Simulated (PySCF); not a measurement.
Highest orbital energy against ionisation energy along group 15

Calculated with PySCF 2.14, no spin-orbit coupling. Each cell gives −ε(HOMO) / ΔSCF in eV; NIST values include spin-orbit coupling, (s) semi-empirical, (t) theoretical.

```
                                species              UHF              LDA              PBE             PBE0           r2SCAN  NIST (lowest levels)
     N⁺ (aug-cc-pVQZ, non-relativistic)  30.378 / 29.205  22.006 / 30.058  22.023 / 29.899  24.242 / 29.910  22.800 / 30.134            29.601 (s)
 P⁺ (aug-cc-pV(Q+d)Z, non-relativistic)  19.733 / 19.169  14.920 / 19.825  14.987 / 19.786  16.334 / 19.823  15.417 / 19.947            19.769 (s)
As⁺ (aug-cc-pVQZ-PP with ECP10MDF, ECP)  18.443 / 17.980  13.990 / 18.583  13.969 / 18.433  15.252 / 18.505  14.426 / 18.690                18.589
Sb⁺ (aug-cc-pVQZ-PP with ECP28MDF, ECP)  16.398 / 16.005  12.629 / 16.656  12.560 / 16.467  13.688 / 16.531  12.947 / 16.657        16.626 ± 0.025
Bi⁺ (aug-cc-pVQZ-PP with ECP60MDF, ECP)  15.671 / 15.308  12.109 / 15.979  12.003 / 15.762  13.085 / 15.822  12.371 / 15.912                16.703
```

Task: How far is −ε(HOMO) from ΔSCF on average for each method, and why?

Result: UHF 0.59 eV; LDA -5.09 eV; PBE -4.96 eV; PBE0 -3.60 eV; r2SCAN -4.68 eV. Hartree-Fock orbital energies lack relaxation and so exceed the ΔSCF value; semilocal functionals have convex E(N) from self-interaction, so their HOMO lies far too high; exact exchange moves hybrids part of the way back.
